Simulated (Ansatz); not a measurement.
```yaml
crystal:
  periodic: [false, false, false]
  atoms:
    - {symbol: S, position_ang: [-1.808261, 1.210384, 1.386895]}
    - {symbol: C, position_ang: [-0.752554, 0.497822, 0.423027]}
    - {symbol: C, position_ang: [0.721596, 0.543562, 0.197937]}
    - {symbol: Si, position_ang: [-0.140388, -0.934557, -0.570513]}
    - {symbol: H, position_ang: [1.024551, 1.254117, -0.575560]}
    - {symbol: H, position_ang: [1.372073, 0.585126, 1.068968]}
    - {symbol: H, position_ang: [-0.216790, -0.942751, -2.047135]}
    - {symbol: H, position_ang: [-0.108127, -2.270804, 0.060580]}
basis:
  gaussian: {orbitals: aug-cc-pVTZ}
hamiltonian: {xc: {name: HF}}
correlation: {method: mp2, frozen_orbitals: {S: 0}}
output: {forces: true}
```

```sh
$ ansatz run in.yaml --threads 2 --pin off --events-out ev --progress --plain --max-ram 4352MiB
```

Output, abridged:

```
Functional definition: HF
Error: "frozen_orbitals" has no count for C
```

In this input frozen orbitals are typed for one element alone, and the program wants a count for each. The program refused the input.
